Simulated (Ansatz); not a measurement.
Mulliken charges of C$_{2}$H$_{5}$FGaI (`FC(I)[CH2][GaH2]`) from PBE/def2-TZVPP in Ansatz (PBE0-D4/def2-TZVP geometry).

```tsv
atom	x (Å)	y (Å)	z (Å)	charge (e)
F1	-0.603	-1.052	1.673	-0.134
C2	0.106	-1.139	0.529	0.093
I3	2.107	-0.223	0.926	-0.091
C4	-0.508	-0.356	-0.578	-0.268
Ga5	0.006	1.573	-0.296	0.131
H6	0.355	-2.185	0.351	0.152
H7	-0.084	-0.691	-1.528	0.100
H8	-1.584	-0.554	-0.586	0.100
H9	-0.512	2.307	0.988	-0.036
H10	0.716	2.319	-1.479	-0.045
```

Problem. By hand: the dipole of these point charges (1 e Å = 4.8032 D).

Solution. Σ q r = (-0.091, -0.287, -0.270) e Å, of length 0.404 e Å = 1.94 D.

Problem. How does the dipole of the full density compare? (Best estimate.)

Solution. Computed: (-0.067, -0.369, -0.219) e Å, 2.09 D; the point charges give 0.93 times that, at 13° from its direction.

Point charges leave out the atoms' own dipoles, such as those of lone pairs, and Mulliken's split depends on the basis, so the close match here is no proof of good charges.
